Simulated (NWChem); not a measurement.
System meant: HSeSCl; SMILES S[Se]Cl

The following NWChem deck was run.

```
start job
memory heap 200 mb stack 900 mb global 1100 mb
geometry units angstroms noautoz
  Se     0.676757    -0.015696     0.014284
  Cl    -0.636542     1.798047     0.021355
  S     -0.694575    -1.715575     0.058653
  H     -0.912927    -1.845850    -1.288781
end
basis spherical
  * library def2-svp
end
dft
  odft
  mult 2
  xc pbe0
  iterations 150
  mulliken
end
task dft energy
```

End of the output:

```
 Summary of "ao basis" -> "" (spherical)
 ------------------------------------------------------------------------------
       Tag                 Description            Shells   Functions and Types
 ---------------- ------------------------------  ------  ---------------------
 *                          def2-svp                  on all atoms

                                 NWChem DFT Module
                                 -----------------

 Summary of "ao basis" -> "ao basis" (spherical)
 ------------------------------------------------------------------------------
       Tag                 Description            Shells   Functions and Types
 ---------------- ------------------------------  ------  ---------------------
 Se                         def2-svp                12       32   5s4p3d
 Cl                         def2-svp                 8       18   4s3p1d
 S                          def2-svp                 8       18   4s3p1d
 H                          def2-svp                 3        5   2s1p

 Summary of "ao basis" -> "ao basis" (spherical)
 ------------------------------------------------------------------------------
       Tag                 Description            Shells   Functions and Types
 ---------------- ------------------------------  ------  ---------------------
 Se                         def2-svp                12       32   5s4p3d
 Cl                         def2-svp                 8       18   4s3p1d
 S                          def2-svp                 8       18   4s3p1d
 H                          def2-svp                 3        5   2s1p

  number of electrons :                   68
  multiplicity        :                    2
 ------------------------------------------------------------------------
  no. of electrons and multiplicity not compatible                  68
 ------------------------------------------------------------------------
 ------------------------------------------------------------------------
  current input line :
    19: task dft energy
 ------------------------------------------------------------------------
 ------------------------------------------------------------------------
 There is an error in the input file
 ------------------------------------------------------------------------
 For more information see the NWChem manual at https://nwchemgit.github.io

0: no. of electrons and multiplicity not compatible:Received an Error in Communication
```

Question: Find the fault in this run and fix the input.

Answer: The input was rejected before any calculation. Cause: the multiplicity doesn't fit the number of electrons (an even count wants an odd multiplicity, and the reverse). This input runs:
```
start job
memory heap 200 mb stack 900 mb global 1100 mb
geometry units angstroms noautoz
  Se     0.676757    -0.015696     0.014284
  Cl    -0.636542     1.798047     0.021355
  S     -0.694575    -1.715575     0.058653
  H     -0.912927    -1.845850    -1.288781
end
basis spherical
  * library def2-svp
end
dft
  xc pbe0
  iterations 150
  mulliken
end
task dft energy
```
It converges to -3259.41558 Ha (PBE0/def2-SVP).
